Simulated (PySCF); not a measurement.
## Calculated data, B₂H₅NSi

All values are calculated (PySCF 2.14.0). Calculation on a computer-drawn molecule: the log of a Hartree-Fock and frozen-core CCSD(T) single point meant for a local Hartree-Fock minimum, with one planted fault or none, to be diagnosed. Offsets are logged minus clean, where the clean run is the same molecule without the fault. The reference is restricted for singlets and unrestricted otherwise, and also for a bond in bohr or an excited solution. Adding or removing an electron swaps singlet and doublet. The excited solution moves the top pair (singlet) or top alpha electron (doublet) to the lowest empty orbital. Highest occupied and lowest empty are orbital energies over both spins, largest force is the largest gradient component, triples share is (T) over the correlation energy, the T1 limit is 0.02 restricted and 0.045 unrestricted, electrons count all cores, a negative frequency is imaginary (commonest isotopes), and the dipole is about the centre of nuclear charge.

## B₂H₅NSi

Logged structure:
```xyz
9
B2H5NSi
B     -0.0452     2.8001    -0.2531
Si    -1.9963     2.2207    -0.1303
B     -2.1224     0.3994    -0.9775
N     -2.1648    -0.7118    -1.5015
H      0.3613     3.4105    -1.2017
H      0.7399     2.5043     0.6036
H     -2.4667     2.1101     1.2719
H     -2.9098     3.1328    -0.8604
H     -2.2153    -1.6033    -1.9186
```

* meant charge: 0
* meant multiplicity: 1
* meant basis: cc-pV(D+d)Z
* logged electrons: 35
* logged basis functions: 90
* logged SCF converged: yes
* logged spin squared: 0.7604
* logged highest occupied: -15.911 eV
* logged lowest empty: -7.4972 eV
* logged largest force: 0.11328 hartree/bohr
* logged T1 diagnostic: 0.065285
* logged D1 diagnostic: 0.39096
* logged triples share: 0.033381
* logged CC converged: yes
* logged dipole magnitude: 5.6783 debye
* logged SCF stable within its kind: yes
* logged energy HF: -395.3123 hartree
* logged energy CCSD(T): -395.75039 hartree
* possible faults: no fault, one electron removed, one electron added, multiplicity raised by two, geometry at a saddle point, SCF held on an excited solution, minimal basis STO-3G, one bond length entered in bohr, all coordinates scaled
* planted fault: one electron removed
* HF energy offset from clean run: 209 kcal/mol
* CCSD(T) energy offset from clean run: 240.6 kcal/mol

Drawn bonds:
| atom | other atom | order |
| --- | --- | --- |
| 1 | 2 | 1 |
| 2 | 3 | 1 |
| 3 | 4 | 2 |
| 1 | 5 | 1 |
| 1 | 6 | 1 |
| 2 | 7 | 1 |
| 2 | 8 | 1 |
| 4 | 9 | 1 |

Notes: T1 above single-reference limit.
